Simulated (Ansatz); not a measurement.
`C[O][Ge]([Cl])([Cl])[Cl]` + H–F → `[F][Ge]([Cl])([Cl])[Cl]` + CH₃OH at 298.15 K and 1 bar (ligand exchange at a Ge–O bond).

Gas-phase electronic energies from Ansatz, PBE0-D4/def2-TZVP geometries. CCSD(T)/CBS is the MP2 limit (def2-TZVPP, def2-QZVPP) plus CCSD(T) − MP2 in def2-TZVPP, frozen cores. This one scheme is used for every species. For Ge outer-core shells are correlated without core-valence functions, which leaves a few kJ/mol of doubt a bond. Scalar relativity is left out up to krypton. Each species was taken in one conformer, which may not be the lowest.

```tsv
species	CCSD(T)/CBS energy (Eh)	H − E (kJ/mol)	S (J/(mol·K))
`C[O][Ge]([Cl])([Cl])[Cl]`	-3570.61978	148.5	405.6
H–F	-100.39570	33.5	173.6
`[F][Ge]([Cl])([Cl])[Cl]`	-3555.40119	38.0	349.1
CH₃OH	-115.61712	146.3	238.2
```

H − E and S are ideal-gas, rigid-rotor, harmonic terms from PBE0-D4/def2-TZVP, for one conformer and one mirror image of each species. 1 Eh = 2625.50 kJ/mol, R = 8.31446 J/(mol·K).

Q: By hand: ΔE, ΔH, ΔS and ΔG.

A: ΔE = (-3555.40119) + (-115.61712) − (-3570.61978) − (-100.39570) = -0.00283 Eh = -7.4 kJ/mol. Δ(H − E) = 38.0 + 146.3 − 148.5 − 33.5 = 2.3, so ΔH = -5.1 kJ/mol. ΔS = 349.1 + 238.2 − 405.6 − 173.6 = 8.1 J/(mol·K). ΔG = -5.1 − 298.15 × (8.1)/1000 = -7.5 kJ/mol.

Q: By hand: the equilibrium constant, and the temperature at which ΔG would vanish if ΔH and ΔS stayed fixed.

A: log₁₀ K = −ΔG/(RT ln 10) = 1.3. ΔH and −TΔS have one sign here, so there is no such temperature. One of them is within its doubt of zero, so this could turn.

TΔS isn't small against ΔH here. A doubt of 5 kJ/mol in ΔE shifts log₁₀ K by 0.9 here. Other conformers and mirror images would add mixing entropy, several J/(mol·K) or more a flexible species. Modes under 60 cm⁻¹, often nearly free rotors, make the harmonic entropy too high. These are equilibria of isolated gas molecules and say nothing of rates. Largest T1 diagnostic: 0.010 (customary marks: 0.02 for closed shells, 0.045 for open ones).
